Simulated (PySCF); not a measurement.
## Computed vibrations of [HgH3(H2O)]−

[HgH3(H2O)]− (singlet). PySCF 2.14.0, RKS PBE0, Hg def2-SVP with ECP60, H def2-SVP, O def2-SVP; non-relativistic Hamiltonian with scalar-relativistic core potentials where named; density fitting; no spin-orbit coupling. Central differences of gradients.

```xyz
7

Hg    0.1728   -0.1474    0.1474
H     0.9145    0.9846    1.2603
H    -1.6508   -0.1821    0.1821
H     0.9145   -1.2603   -0.9846
O    -1.9547    1.7295   -1.7295
H    -1.8941    1.7923   -0.7651
H    -1.8941    0.7651   -1.7923
```

Run from Python with OMP_NUM_THREADS=2. Where DIIS fails, smearing, a level shift and second-order steps follow.
It took 30 s on 2 threads of Arm Neoverse V2 (shared host).

**Question.** What are the harmonic wavenumbers and infrared intensities?

**Answer.** Modes are labelled in Cs; negative numbers are unstable modes, those under 60 cm⁻¹ near the noise; a finer grid moves soft modes by up to 10 cm⁻¹.
```csv
cm⁻¹,km/mol,symmetry
-190,–,a''
70,3.2,a'
134,32.1,a''
302,245.6,a'
348,63.5,a''
353,8.2,a'
436,192.6,a''
590,240.4,a'
665,229.9,a'
1374,733.7,a'
1562,689.5,a''
1638,74.0,a'
1682,200.4,a'
3820,65.0,a'
3850,26.1,a''
```

**Question.** Is this a minimum?

**Answer.** No: 1 unstable; the lowest moves the atoms so:
```
Hg   0.00  0.00  0.00
H    0.27 -0.27  0.10
H    0.00  0.26  0.26
H   -0.27  0.10 -0.27
O    0.00  0.00  0.00
H   -0.25 -0.46  0.05
H    0.25  0.05 -0.46
```
